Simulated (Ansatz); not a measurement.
Conformers of C3H5F3O, SMILES `CC(F)OC(F)F`, each relaxed with PBE0-D4/def2-TZVP in Ansatz. CBS adds the triple-zeta coupled-cluster correction to the MP2 limit.

Not all of them had a frequency check.

Conformer A:

Cartesian coordinates in Å:
```
C 1.107 -0.115 1.362
C 0.014 0.399 0.475
F -1.013 0.884 1.243
O -0.480 -0.671 -0.293
C -0.936 -0.377 -1.535
F 0.070 0.068 -2.329
F -1.859 0.605 -1.519
H 1.448 0.682 2.023
H 0.729 -0.944 1.963
H 1.944 -0.464 0.758
H 0.339 1.213 -0.178
H -1.364 -1.280 -1.970
```

Conformer B:

Z-matrix (Å, degrees):
```
C
C 1 1.497
H 1 1.090 2 109.9
H 1 1.090 2 109.6 3 -120.0
H 1 1.091 2 109.5 3 119.9
F 2 1.382 1 109.9 3 178.1
O 2 1.394 1 108.6 3 -63.2
H 2 1.095 1 113.0 3 59.7
C 7 1.365 2 115.2 1 170.4
F 9 1.333 7 106.9 2 170.7
F 9 1.356 7 110.3 2 -72.4
H 9 1.094 7 113.5 2 49.1
```

**Question.** Which is lowest in electronic energy at CCSD(T)/CBS (frozen core, def2 sets), and by how much? (Best estimate.)

**Answer.** Computed: B; A lies 0.5 kJ/mol higher. Gaps under about 2 kJ/mol don't settle the order.

**Question.** Give the energies relative to B (kJ/mol) with ωB97X-V/def2-TZVPP, PBE0/def2-TZVPP, MP2/def2-TZVPP, CCSD/def2-TZVPP, HF/def2-QZVPP, HF/CBS(def2), CCSD/CBS(def2). (Best estimate.)

**Answer.** Computed: 
```
             level    A
ωB97X-V/def2-TZVPP  0.0
   PBE0/def2-TZVPP  1.1
    MP2/def2-TZVPP  0.6
   CCSD/def2-TZVPP  0.8
     HF/def2-QZVPP  1.8
      HF/CBS(def2)  1.8
    CCSD/CBS(def2)  0.9
```
